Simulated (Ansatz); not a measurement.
Geometry optimisation, RKS BHLYP/def2-SVP (Ansatz 0.2.0).

Input file:

```yaml
crystal:
  periodic: [false, false, false]
  atoms:
    - { symbol: Al, position_ang: [0.018789, 0.246868, -0.094691] }
    - { symbol: F, position_ang: [0.031254, 0.284922, 1.575167] }
    - { symbol: Cl, position_ang: [1.786373, 0.363053, -1.149707] }
    - { symbol: F, position_ang: [-1.447523, 0.20246, -0.825195] }
    - { symbol: Cl, position_ang: [0.591211, -2.837146, 1.279456] }
    - { symbol: H, position_ang: [0.286397, -1.774757, 2.01517] }
basis:
  gaussian: { orbitals: def2-SVP }
hamiltonian:
  xc: { name: BHLYP }
relax:
  f_tol: 0.03
  max_steps: 50
output:
  orbitals: {}
```

Run as:

```bash
$ ansatz run input.yaml --threads 2 --pin off --max-ram 3072MiB --backend cpu --events-out ev --progress --plain --runs-dir out
```

**Question.** Where does it end, and by what steps?

**Answer.** The forces met the threshold. After 9 steps the energy has fallen by 0.311 eV; Cl5 moved furthest, 0.66 Å. Joined: Al1–Cl5 (3.42 → 2.52 Å).

```
step  energy less start (eV)  largest force component (eV/Å)  accepted
   0                  0.0000                           1.221       yes
   1                 -0.0942                           0.946       yes
   2                 -0.1596                           1.142       yes
   3                 -0.2450                           1.140       yes
   4                 -0.2718                           0.787       yes
   5                 -0.2979                           0.368       yes
   6                 -0.3077                           0.281       yes
   7                 -0.3046                           0.519        no
   8                 -0.3110                           0.042       yes
   9                 -0.3112                           0.024       yes
```

```xyz
6
Properties=species:S:1:pos:R:3
Al 0.098 -0.005 0.037
F 0.090 0.442 1.633
Cl 1.800 0.348 -1.096
F -1.356 -0.132 -0.719
Cl 0.338 -2.364 0.891
H 0.297 -1.804 2.053
```

Time of the run: 21 s on 2 threads of Arm Neoverse V1, with other jobs on the host, peak memory 0.18 GiB.
